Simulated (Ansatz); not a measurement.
Born–Oppenheimer molecular dynamics of AlFH6O2Si2 (12 atoms, charge 0, multiplicity 1). It starts from a relaxed structure.

Method: RKS PBE0-D4/STO-3G (Ansatz).

* ensemble: NVE (velocity Verlet)
* time step: 0.5 fs
* steps asked: 300
* starting velocities drawn for: 400 K
* masses: H 2.014 u
* seed: 371187

First frame:

```xyz
12
Properties=species:S:1:pos:R:3
Al 0.022 -0.243 0.011
F -0.641 0.726 1.136
O 1.673 -0.148 -0.283
Si 2.345 -1.166 -1.450
H 1.786 -0.947 -2.770
H 3.761 -0.882 -1.508
H 2.178 -2.570 -1.127
O -0.887 -1.341 -0.881
Si -2.546 -1.479 -0.619
H -2.858 -1.905 0.732
H -3.251 -0.234 -0.856
H -3.058 -2.472 -1.537
```

Task: How far do the bonds stretch over the last three quarters of this one trajectory? (Pairs bonded in most of those frames.)

Result: 
```csv
bond,mean (Å),spread (Å),shortest,longest
Al1–F2,1.626,0.015,1.60,1.65
Al1–O3,1.670,0.019,1.63,1.70
Al1–O8,1.685,0.030,1.62,1.74
O3–Si4,1.677,0.016,1.65,1.70
Si4–H5,1.455,0.031,1.40,1.50
Si4–H6,1.450,0.011,1.43,1.47
Si4–H7,1.450,0.020,1.42,1.49
O8–Si9,1.692,0.028,1.63,1.75
Si9–H10,1.451,0.011,1.43,1.47
Si9–H11,1.451,0.007,1.44,1.46
Si9–H12,1.448,0.018,1.42,1.48
```

Mean temperature of the second half: 174 K. The conserved energy stayed within 0.053 meV per atom of its start (net change 0.04 meV per atom), so the integration is sound. Over the second half the temperature averaged 0.43 of the 400 K drawn at the start: a run that starts near a minimum puts about half its kinetic energy into the potential. A run of 0.15 ps of so small a system gives no equilibrium averages. Limits of this set-up: minimal basis.

Time of the run: 16 min on 1 thread of Arm Neoverse V1, with other jobs on the host, peak memory 0.13 GiB.
